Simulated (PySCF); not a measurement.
**Dipole response of In²⁺ (indium, charge +2)**

[Kr] 4d10 5s1, 2S determinant. All numbers are calculated (PySCF 2.14, the spin-free X2C one-electron Hamiltonian (Gaussian nucleus), in ANO-RCC-VTZP (7s6p4d2f1g, 68 functions)). Coupled (time-dependent) response in atomic units; α is the mean over directions. The basis has no added diffuse functions, which lowers α and C₆.

```tsv
method	mean α (bohr³)	C₆ (like pair)	S(−4)
UHF	17.38	81.29	239.4
PBE	13.02	61.89	110.7
PBE0	13.84	65.23	131.7
```

S(−4) is the Cauchy moment in α(ω) = α(0) + S(−4) ω² + …

α(iu) at PBE:

```csv
u (hartree),α(iu) (bohr³)
0,13.02
0.0500,12.75
0.100,12.03
0.200,9.980
0.300,8.085
0.500,5.666
0.750,4.156
1.00,3.319
1.50,2.364
2.00,1.791
3.00,1.115
5.00,0.5301
```

For an ion, C₆ is the dispersion term alone; charge-induced terms of lower order in 1/R come first.
